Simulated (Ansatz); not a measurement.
`C[O][GeH2][CH3]` + HI → `C[O][GeH2][I]` + CH₄  (ligand exchange at a Ge–C bond)

Gas-phase electronic energies from Ansatz, PBE0-D4/def2-TZVP geometries. CCSD(T)/CBS adds triple-zeta CCSD(T) − MP2 to the extrapolated MP2 energy (def2 sets, frozen cores). This one scheme is used for every species. Functionals use def2-TZVPP. B3LYP here is the variant with VWN-RPA as its local correlation; programs differ in this. Elements past krypton have def2 core potentials. For Ge, I outer-core shells are correlated without core-valence functions, which leaves a few kJ/mol of doubt a bond. Scalar relativity is left out up to krypton. One conformer a species, not always the lowest.

`C[O][GeH2][CH3]`:

```xyz
12

C    -0.331   -0.221   -2.124
O     0.083    0.426   -0.948
Ge   -0.128   -0.425    0.605
C     0.569    0.791    1.941
H    -0.126    0.441   -2.969
H    -1.407   -0.443   -2.119
H     0.210   -1.163   -2.292
H    -1.633   -0.729    0.787
H     0.651   -1.759    0.532
H     0.009    1.726    1.915
H     0.484    0.355    2.938
H     1.619    1.001    1.735
```

HI:

```xyz
2

I    -0.633   -0.173   -0.466
H     0.633    0.173    0.466
```

`C[O][GeH2][I]`:

```xyz
9

C     0.608   -1.317   -0.020
O     0.831    0.076    0.022
Ge   -0.599    1.124    0.014
I     0.297    3.447    0.113
H     0.034   -1.670    0.847
H     0.082   -1.625   -0.933
H     1.582   -1.809   -0.007
H    -1.381    0.928   -1.297
H    -1.454    0.846    1.262
```

CH₄:

Z-matrix (Å, degrees):
```
C
H 1 1.090
H 1 1.090 2 109.5
H 1 1.090 2 109.5 3 -120.0
H 1 1.090 2 109.5 3 120.0
```

```csv
level,ΔE (kJ/mol)
r2SCAN-D4,-97.7
B97M-V,-93.2
PBE,-95.0
revPBE,-96.4
r2SCAN,-97.7
PBE0,-96.3
B3LYP,-96.0
r2SCAN0,-98.6
```

(1) What does CCSD(T)/CBS give? (An estimate is asked.)

Largest T1 diagnostic among the species: 0.011.

Answers

(1) Computed: -93.9 kJ/mol. The listed levels differ from it by -3.8, 0.7, -1.1, -2.5, -3.8, -2.4, -2.1, -4.7 kJ/mol.

Leaving LDA and LC-ωPBE aside and taking each functional with its dispersion term where it has one, the values, not all of them listed here, spread over 9.9 kJ/mol, from BHLYP-D4 to CAM-B3LYP-D4. LDA lies +8.1 kJ/mol from PBE without D4. At CCSD(T), def2-SVP lies +3.3 kJ/mol from the extrapolated value and def2-TZVPP +6.3 kJ/mol.
